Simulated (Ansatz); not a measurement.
Input and output for `C[B]O[SiH3]` radical.

```yaml
crystal:
  periodic: [false, false, false]
  atoms:
    - {symbol: C, position_ang: [-0.475536, 1.528132, -1.333254]}
    - {symbol: B, position_ang: [-0.314300, 0.635271, -0.069412]}
    - {symbol: O, position_ang: [0.288501, -0.559653, -0.035456]}
    - {symbol: Si, position_ang: [0.484870, -1.526507, 1.309469]}
    - {symbol: H, position_ang: [0.090675, 2.455253, -1.196307]}
    - {symbol: H, position_ang: [-0.124632, 1.032154, -2.244814]}
    - {symbol: H, position_ang: [-1.518117, 1.829688, -1.464349]}
    - {symbol: H, position_ang: [1.211385, -2.729848, 0.843767]}
    - {symbol: H, position_ang: [-0.839230, -1.904815, 1.857638]}
    - {symbol: H, position_ang: [1.279585, -0.810774, 2.335617]}
basis:
  gaussian: {orbitals: aug-cc-pVTZ}
total_charge: 1
hamiltonian: {xc: {name: BLYP}, dispersion: d3bj}
output: {forces: true}
```

```sh
$ ansatz run in.yaml --threads 4 --pin off --events-out ev --progress --plain --max-ram 10444MiB
```

Output, abridged:

```
Functional definition: BLYP
1369 factors; their error is unknown
mean field evaluation 1: about -11703.3827 eV, gradient 1.2e2 eV
mean field evaluation 2: about -11586.8287 eV, gradient 2.2e2 eV
mean field evaluation 4: about -11727.9066 eV, gradient 2.4e1 eV
mean field evaluation 8: about -11729.2201 eV, gradient 2.0e-1 eV
mean field evaluation 16: about -11729.1881 eV, gradient 6.8e-3 eV
mean field -11729.18810081 eV, -431.0397123757 hartree, gradient 5.2e-5 eV, S^2 0.000000; 0 other end points of the search recorded, 0 dependent functions left out
reference -11729.18849961 eV, -431.0397270312 hartree; 19, 19 occupied and 307, 307 virtual orbitals, 1369 factors
Total energy: -11729.55246755 eV, -431.0531026064 hartree
Atom 0 at    -0.475536     1.528132    -1.333254 Å, force    -1.010359     1.466768     1.444484 eV/Å
Atom 1 at    -0.314300     0.635271    -0.069412 Å, force     2.758481    -3.670856    -4.082056 eV/Å
Atom 2 at     0.288501    -0.559653    -0.035456 Å, force    -2.502357     4.762908     0.289873 eV/Å
Atom 3 at     0.484870    -1.526507     1.309469 Å, force     0.926366    -2.993587     2.726266 eV/Å
Atom 4 at     0.090675     2.455253    -1.196307 Å, force     0.050273     0.229822    -0.024292 eV/Å
Atom 5 at    -0.124632     1.032154    -2.244814 Å, force     0.162725    -0.619604     0.324944 eV/Å
Atom 6 at    -1.518117     1.829688    -1.464349 Å, force    -0.169257     0.162051    -0.129355 eV/Å
Atom 7 at     1.211385    -2.729848     0.843767 Å, force    -0.042166     0.150507    -0.155780 eV/Å
Atom 8 at    -0.839230    -1.904815     1.857638 Å, force    -0.125826     0.235174    -0.205938 eV/Å
Atom 9 at     1.279585    -0.810774     2.335617 Å, force    -0.047878     0.276819    -0.188146 eV/Å
Dipole moment:    -0.307287     0.706508    -0.216533 e Å
```

It took 6.5 s on 4 threads of an Arm Neoverse N1 on a shared host, with 0.47 GiB of host memory at the peak.
